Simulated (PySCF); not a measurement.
# How methods differ on the excitation energy of Fe²⁺

Fe²⁺ [Ar] 3d6 (5D) → Fe²⁺ [Ar] 3d5 4s1 (7S), as a difference of total energies. All numbers are calculated (PySCF 2.14, scalar relativity by spin-free X2C-1e, in x2c-QZVPPall with one added diffuse shell each of s, p, d, f, g type (12s8p6d5f3g, 128 functions)). Correlated levels: valence: [Ar] frozen; valence and next inner shell: [Ne] frozen. The calculations carry no spin-orbit coupling.

```csv
method,excitation energy (eV)
UHF,2.266
LDA,3.854
PBE,3.894
PBE0,3.735
r2SCAN,3.473
revPBE,3.956
wB97M-V,4.057
TPSSh,4.066
MP2 (valence),3.463
SCS-MP2 (valence),3.966
MP2 (valence and next inner shell),3.543
SCS-MP2 (valence and next inner shell),3.800
```

Problem. How much does correlation contribute at MP2 (valence and next inner shell)?

Solution. 3.543 − (2.266) = 1.277 eV, measured against UHF.

A first-order spin-orbit estimate (lowest level to lowest level, LS coupling) adds 0.060 eV.
